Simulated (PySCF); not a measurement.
**Electronic structure of W (tungsten, neutral) at the UHF level**

Configuration: [Xe] 4f14 5d4 6s1 6p1, one real determinant (an excited configuration). All numbers are calculated (PySCF 2.14, a scalar-relativistic core potential, in aug-cc-pVQZ-PP with ECP60MDF (7s7p6d4f3g2h, 135 functions)).

```json
{
 "Total energy": "-66.641754 hartree",
 "One-electron energy": "-112.3288 hartree",
 "Hartree (Coulomb) energy": "52.6922 hartree",
 "Exchange energy": "-7.0051 hartree",
 "⟨S²⟩": "12.0047",
 "⟨L²⟩": "7.953",
 "Sum of ⟨r⟩": "25.36 bohr",
 "Sum of ⟨r²⟩": "65.14 bohr²",
 "Traceless quadrupole moment −½Σ⟨3z² − r²⟩ along its main axis": "-8.77 e·bohr²",
 "Time after the integrals": "8.7 s of wall time on 1 thread of Neoverse-V1 (shared host)"
}
```

```csv
shell,electrons,mean orbital energy (eV),spread (eV),"rms radius, mean of both spins (bohr)"
5s α,1,-96.260,0,1.16
5s β,1,-91.835,0,1.16
5p α,3,-56.614,0.859,1.35
5p β,3,-50.149,0.867,1.35
5d α,4,-11.598,0.675,2.16
6s α,1,-10.378,0,3.42
6p α,1,-5.052,0,4.60
```

⟨L²⟩ = 7.95 against 12 for a pure F term, so this real determinant mixes terms. Energies and moments cover only the electrons outside the core potential. Spin-orbit coupling, absent here, splits the open shell strongly.
